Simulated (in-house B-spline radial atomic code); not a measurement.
Tl³⁺. Computed with a B-spline radial atomic code. Model: all-electron spherical atom, spin shells full or empty, radial basis limit, no spin-orbit coupling, Breit or QED, empty-state partial waves extrapolated as (l+1/2)^-4, RPA, G0W0 and static COHSEX of the highest shell as one setting changes (uncorrelated shells keep exact exchange).

Empty levels are discrete states of a finite basis, so the steps are uneven.

Without the two-electron picture change, core correlation of heavy ions comes too large.

Given: element Tl; charge 3; filled core Xe; hamiltonian one-electron scalar X2C; mean-field start PBE; highest l of empty states 9; nuclear rms radius 5.4759 fm; lowest nl shells left uncorrelated 9; highest mean-field shell 5d; box radius 14.14 bohr.

Shell: 4f 7 7, 5d 5 5 (electrons up and down).

| highest empty level kept (hartree) | RPA correlation energy (hartree) | G0W0 level (eV) | G0W0 minus most complete (meV) | COHSEX level (eV) | linearised minus solved G0W0 (meV) |
| --- | --- | --- | --- | --- | --- |
| 5.33 | -0.80625 | -50.898 | 1008.7 | -52.87 | -112.3 |
| 10.67 | -1.1792 | -51.262 | 644.5 | -53.867 | -136.1 |
| 18.67 | -1.5351 | -51.507 | 399.4 | -54.543 | -154.9 |
| 32 | ? | ? | ? | ? | ? |
| 53.33 | -2.0496 | -51.812 | 95.1 | -55.461 | -183.6 |
| 96 | ? | ? | ? | ? | ? |
| 160 | -2.3205 | -51.888 | 18.4 | -55.727 | -191.9 |
| 320 | -2.3741 | -51.9 | 6.5 | -55.78 | -193.2 |
| 640 | -2.3961 | -51.906 | 1 | -55.802 | -193.8 |
| 1333.3 | -2.3991 | -51.907 | 0.2 | -55.806 | -193.9 |
| 3200 | -2.3996 | -51.907 | 0 | -55.807 | -193.9 |
| 10667 | -2.3997 | -51.907 | 0 | -55.807 | -193.9 |

**Question.** What follows for highest empty level kept = 96?

**Answer.** RPA correlation energy -2.2352 hartree; G0W0 level -51.868 eV; G0W0 minus most complete 38.3 meV; COHSEX level -55.648 eV; linearised minus solved G0W0 -189.7 meV.

**Question.** What follows for highest empty level kept = 32?

**Answer.** RPA correlation energy -1.8207 hartree; G0W0 level -51.711 eV; G0W0 minus most complete 195.8 meV; COHSEX level -55.146 eV; linearised minus solved G0W0 -173.3 meV.
